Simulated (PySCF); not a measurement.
W(O)(NH)(OMe)(SH) (CH5NO2SW), SMILES C[O][W](=[NH])(=[O])[SH], multiplicity 1. Heavy atoms are numbered as in [W:1](=[O:2])(=[NH:3])([O:5][CH3:6])[SH:10]. Hydrogens are named by the atom that carries them.

The structure is a stationary point at B3LYP-D3(BJ)/def2-SVP. The spin state was assumed, not searched. The def2 effective core potentials stand for the cores of W; spin–orbit coupling is left out. One conformer was computed; it need not be the lowest.

All values below come from r2SCAN/def2-TZVP run with PySCF.

ESP charges are fitted to the potential on shells at 1.4 to 2.0 van der Waals radii. Atomic charges (e), one atom of each kind:

```tsv
atom	ESP fit	Mulliken	Löwdin
W1	(withheld)	1.35	0.50
O2	-0.43	-0.49	-0.31
N3 (NH)	-0.58	-0.62	-0.35
H on N3	0.35	0.26	0.16
O5	(withheld)	-0.48	-0.09
C6 (CH3)	(withheld)	-0.12	-0.35
H on C6	0.11	0.12	0.11
S10 (SH)	(withheld)	-0.43	0.03
H on S10	0.19	0.17	0.06
```

Question: Fill in the missing entries. (An estimate is asked for; the answer gives what the named calculation found.)

Answer: 
- W1, ESP fit: 0.87
- O5, ESP fit: -0.24
- C6 (CH3), ESP fit: -0.20
- S10 (SH), ESP fit: -0.32
